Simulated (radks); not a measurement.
Q: Excited configurations of Xe II: one electron is placed in a higher orbital outside [Kr] 4d10 5s2 5p4. The ground configuration is [Kr] 4d10 5s2 5p5. Method: scalar-relativistic Kohn-Sham, PBE, spin-polarised, spherical densities, finite nucleus; open shells are filled with parallel spins first (spin-orbit coupling, left out, can overturn this in heavy ions); Fermi nuclear charge, rms radius 4.7859 fm; computed with a radial shooting solver on a logarithmic mesh with Libxc functionals. Excitation = E - E(ground); binding = E(ion) - E, where the ion is the core of charge +2; n* = 2/sqrt(2 binding) in atomic units, and the quantum defect is n - n*.

outer orbital  excitation (eV)  binding (eV)     n*  quantum defect  eigenvalue (eV)  <r> (bohr)
5f                      18.043         3.062  4.216           0.784           -2.148       10.70
6p                      13.930         7.175  2.754           3.246           -5.543       5.626
6d                      16.597         4.508  3.474           2.526           -3.465       8.201
7f                      19.516         1.589  5.852           1.148           -1.267       24.43

Estimate the row for 5d.

A: excitation (eV) 12.110; binding (eV) 8.996; n* 2.460; quantum defect 2.540; eigenvalue (eV) -5.971; <r> (bohr) 3.510. The Delta-SCF ionisation energy is 21.105 eV (NIST Atomic Spectra Database: 20.975 eV, semi-empirical). Self-interaction in the functional shifts the binding energies and quantum defects, so they are the method's values and not measured ones. Open shells are spherical and high-spin; term and fine-structure splittings are not resolved. Spin-orbit splitting is averaged out at the scalar-relativistic level.
